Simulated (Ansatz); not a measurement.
Basis-set extrapolation for CH₆BCl₂P (`C[B-]([PH3+])(Cl)Cl`) (PBE0-D4/def2-TZVP geometry, frozen core, Ansatz 0.2.0). Multiplicity 1, RHF reference.

```tsv
	def2-TZVPP	def2-QZVPP
HF	-1325.920798	-1325.959251
MP2 correlation	-0.842183	-0.913048
CCSD(T) correlation	-0.948713	not run
```

Energies in hartree. Use E(X) = E(∞) + A·exp(−7.88·√X) for Hartree–Fock and E(X) = E(∞) + B·X^(−2.97) for correlation, with X = 3 and 4, and add CCSD(T) minus MP2 of the smaller set to the MP2 limit.

Problem. What is the CCSD(T) energy at the basis-set limit?

Solution. HF limit: -1325.959251 + (-0.038453) × 0.13774 = -1325.96455. MP2 limit: -0.913048 + (-0.070865) × 0.74074 = -0.96554. Higher-order term: -0.948713 − (-0.842183) = -0.10653. Total: -1327.03662 hartree, 438.7 kJ/mol below CCSD(T)/def2-TZVPP.
